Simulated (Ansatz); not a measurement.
`[NH2][Ti]([NH2])([NH2])[Cl]` and `C[N](C)[Ti]([NH2])([NH2])[NH2]` differ in one atom or group.

Ansatz, PBE0-D4/def2-TZVP geometries, multiplicity 1. Each molecule was computed in one conformer, which needn't be the lowest.

Scalar relativity is left out up to krypton.

```tsv
property	`[NH2][Ti]([NH2])([NH2])[Cl]`
LUMO energy (B3LYP/def2-TZVPP) / eV	-1.61
size of the dipole moment (B3LYP/def2-TZVPP) / D	2.89
LUMO energy (PBE/def2-TZVPP) / eV	-2.31
HOMO energy (PBE0/def2-TZVPP) / eV	-7.54
HOMO energy (PBE/def2-TZVPP) / eV	-6.17
HOMO–LUMO gap (PBE/def2-TZVPP) / eV	3.86
```

Task: What does the change do to each property? (Estimate.)

Result: Computed: 
```tsv
property	`C[N](C)[Ti]([NH2])([NH2])[NH2]`	shift
LUMO energy (B3LYP/def2-TZVPP) / eV	-0.76	0.85
size of the dipole moment (B3LYP/def2-TZVPP) / D	0.40	-2.49
LUMO energy (PBE/def2-TZVPP) / eV	-1.49	0.82
HOMO energy (PBE0/def2-TZVPP) / eV	-6.28	1.26
HOMO energy (PBE/def2-TZVPP) / eV	-5.04	1.13
HOMO–LUMO gap (PBE/def2-TZVPP) / eV	3.54	-0.32
```

With PBE0 the HOMO rises by 1.26 eV and the LUMO rises by 0.86 eV, so the gap narrows by about 0.40 eV. PBE moves the HOMO by 1.13 eV and ωB97M-V by 1.35 eV. Dipoles are sizes alone; their direction can turn.

B3LYP here is the variant with VWN-RPA as its local correlation; programs differ in this.
